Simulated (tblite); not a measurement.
(MgS)9 cage of four- and six-membered rings (Mg9S9) at step 1 of a GFN1-xTB optimisation (tblite, gas phase), coordinates in Å:

```
  1 Mg    0.006    3.520    0.315
  2 S    -2.047    2.378   -0.236
  3 Mg   -2.030    1.383    1.937
  4 S     0.000    2.562    2.464
  5 Mg    2.035    1.383    1.939
  6 S     2.043    2.374   -0.232
  7 Mg    2.036    0.985   -2.170
  8 S     0.004    0.862   -3.448
  9 Mg   -2.032    0.983   -2.167
 10 S    -2.047   -1.387   -1.940
 11 Mg   -0.002   -1.487   -3.210
 12 S     2.042   -1.390   -1.941
 13 Mg   -2.039   -2.368    0.236
 14 S    -2.043   -0.988    2.170
 15 S     2.042   -0.984    2.173
 16 Mg    2.033   -2.369    0.237
 17 S    -0.001   -3.416    0.982
 18 Mg   -0.001   -2.039    2.891
```

(1) What are the forces on the atoms (eV/Å)?

Answers

(1) 
```
  1 Mg   -0.03   -0.78    0.11
  2 S    -0.12   -0.06   -0.48
  3 Mg    0.48   -0.36   -0.28
  4 S     0.01    0.18    0.58
  5 Mg   -0.50   -0.36   -0.26
  6 S     0.15   -0.07   -0.50
  7 Mg   -0.49   -0.03    0.46
  8 S    -0.01    0.35   -0.45
  9 Mg    0.49   -0.01    0.46
 10 S    -0.12   -0.42    0.30
 11 Mg    0.00    0.53    0.62
 12 S     0.13   -0.42    0.32
 13 Mg    0.50    0.40   -0.24
 14 S    -0.14    0.48    0.24
 15 S     0.13    0.45    0.23
 16 Mg   -0.48    0.41   -0.25
 17 S    -0.01   -0.59   -0.11
 18 Mg    0.01    0.29   -0.74
```
